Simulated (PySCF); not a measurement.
C₃H₉FOSi, SMILES CCOC[SiH2]F. Atoms are numbered in the order given.

```xyz
15

C      3.0919    -0.5486    -0.1437
C      1.8290     0.1274    -0.6155
O      1.0360     0.4350     0.5026
C     -0.2289     0.9807     0.1851
Si    -1.4592    -0.4497     0.2456
F     -2.9202     0.0377    -0.2926
H      3.6377     0.1032     0.5541
H      3.7493    -0.7781    -0.9950
H      2.8563    -1.4874     0.3788
H      2.0684     1.0567    -1.1729
H      1.2781    -0.5298    -1.3188
H     -0.4798     1.7406     0.9444
H     -0.2250     1.5030    -0.7906
H     -0.9936    -1.5637    -0.6275
H     -1.6208    -0.9249     1.6467
```
Charge 0, spin multiplicity 1.

Coordinates come from a PBE0-D3(BJ)/def2-SVP optimisation. The structure was generated by enumeration, and PubChem lists no compound with its InChIKey, so it may never have been made. The values are those of a single conformer.

The numbers are results of B3LYP/pcSseg-1 in PySCF, not measurements.

GIAO shieldings, no solvent; atoms listed in one row are averaged. δ = σ(ref) − σ: ¹³C against TMS (σ = 181.3 ppm); ¹⁷O against H2O (σ = 333.8 ppm); ²⁹Si against TMS (σ = 338.7 ppm); ¹⁹F against CFCl3 (σ = 161.7 ppm); ¹H against TMS (σ = 31.68 ppm), references at their B3LYP-D3(BJ)/def2-TZVP geometries, non-relativistic.

Computed chemical shifts:
| nucleus | atoms | count | δ (ppm) |
|---|---|---|---|
| ¹³C | C2 | 1 | 74.0 |
| ¹³C | C4 | 1 | 60.5 |
| ¹³C | C1 | 1 | 19.9 |
| ¹⁷O | O3 | 1 | 3.2 |
| ²⁹Si | Si5 | 1 | -16.2 |
| ¹⁹F | F6 | 1 | -227.0 |
| ¹H | H14, H15 | 2 | 5.12 |
| ¹H | H12 | 1 | 4.14 |
| ¹H | H10, H11 | 2 | 3.50 |
| ¹H | H13 | 1 | 3.28 |
| ¹H | H7, H8, H9 | 3 | 1.44 |
